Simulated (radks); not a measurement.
Fractional charge and spin in the 1s shell of boron: the spin-up occupation runs from 0 to 1 and the spin-down occupation from 0 to 1; the fullest corner is B3+, 1s(up 1, down 1). All-electron calculation, non-relativistic Kohn-Sham, BLYP, spin-polarised, spherical densities, point nucleus. Program: a radial shooting solver on a logarithmic mesh with Libxc functionals. Energy (eV) minus the two flat planes that join the four corners (they meet along the diagonal where the two added fractions sum to one electron); zero is where a piecewise linear energy would lie.

down \ up       0     0.5       1
0           0.000  -7.229   0.000
0.5        -7.229   6.596  -6.501
1           0.000  -6.501   0.000

Corners above the fullest one (they belong to B4+ and the next ion): (up 1, down 0) 259.41 eV, (up 0, down 1) 259.41 eV, (up 0, down 0) 599.19 eV. With half an added electron in each spin the energy lies 6.596 eV from the planes (fractional-spin error, the static-correlation error of a stretched bond), and with half an added electron in spin up alone -7.229 eV (fractional-charge error). For a frontier s shell over closed shells the exact functional lies on the planes.
